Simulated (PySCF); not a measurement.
Consider `FC=C1CC1` (C4H5F). Numbering: `[F:1][CH:2]=[C:3]1[CH2:4][CH2:5]1`

Energies: M06-2X/def2-TZVP (PySCF, density fitting, integration grid level 3) on PBE0-D3(BJ)/def2-SVP structures. Zero-point and thermal terms (298.15 K, 1 bar) come from unscaled PBE0-D3(BJ)/def2-SVP harmonic frequencies, with soft modes damped to free rotors in the entropy.

Question: Rank these bonds by dissociation enthalpy, weakest first.
A. C4–H
B. C2–H
C. F1–C2

Answer: A (408 kJ/mol), B (460 kJ/mol), C (505 kJ/mol).

Question: For F1–C2, what are ΔE (electronic) and ΔG(298 K) of the homolysis?

Answer: ΔE = 518 and ΔG = 462 kJ/mol, beside ΔH = 505 kJ/mol. The radicals are F• and `[CH]=C1CC1`.

Caveats: radicals beside a multiple bond are drawn in one resonance form, and their spin spreads.

---

Consider dimethylaluminum chloride, `[CH3][Al]([CH3])[Cl]` (C2H6AlCl). Numbering: `[CH3:1][Al:2]([CH3:3])[Cl:4]`

Energies: M06-2X/def2-TZVP (PySCF, density fitting, integration grid level 3) on PBE0-D3(BJ)/def2-SVP structures. Thermal corrections: PBE0-D3(BJ)/def2-SVP frequencies, unscaled, ideal gas at 298.15 K and 1 bar, quasi-RRHO entropy.

Question: Rank these bonds by dissociation enthalpy, weakest first.
A. C1–H
B. Al2–Cl4
C. C1–Al2

Answer: C (341 kJ/mol), A (409 kJ/mol), B (513 kJ/mol).

Question: For C1–H, what are ΔE (electronic) and ΔG(298 K) of the homolysis?

Answer: ΔE = 436 and ΔG = 377 kJ/mol, beside ΔH = 409 kJ/mol. The radicals are `[CH2][Al]([CH3])[Cl]` and H•.

Known limits: spin-orbit coupling is left out of the energies, which matters for open shells on the heavier atoms.

---

Consider `C[Si](Cl)(Cl)Cl` (CH3Cl3Si). Non-hydrogen atoms are numbered in `[CH3:1][Si:2]([Cl:3])([Cl:4])[Cl:5]`.

Computed at M06-2X/def2-TZVP // PBE0-D3(BJ)/def2-SVP with PySCF (density fitting, grid level 3). Zero-point and thermal terms (298.15 K, 1 bar) come from unscaled PBE0-D3(BJ)/def2-SVP harmonic frequencies, with soft modes damped to free rotors in the entropy.

(1) Rank these bonds by dissociation enthalpy, weakest first.
A. Si2–Cl3
B. C1–H
C. C1–Si2

(2) For C1–H, what are ΔE (electronic) and ΔG(298 K) of the homolysis?

## Answers

(1) C (385 kJ/mol), B (425 kJ/mol), A (464 kJ/mol).

(2) ΔE = 455 and ΔG = 385 kJ/mol, beside ΔH = 425 kJ/mol. The radicals are `[CH2][Si](Cl)(Cl)Cl` and H•.

Known limits: spin-orbit coupling is left out of the energies, which matters for open shells on the heavier atoms.
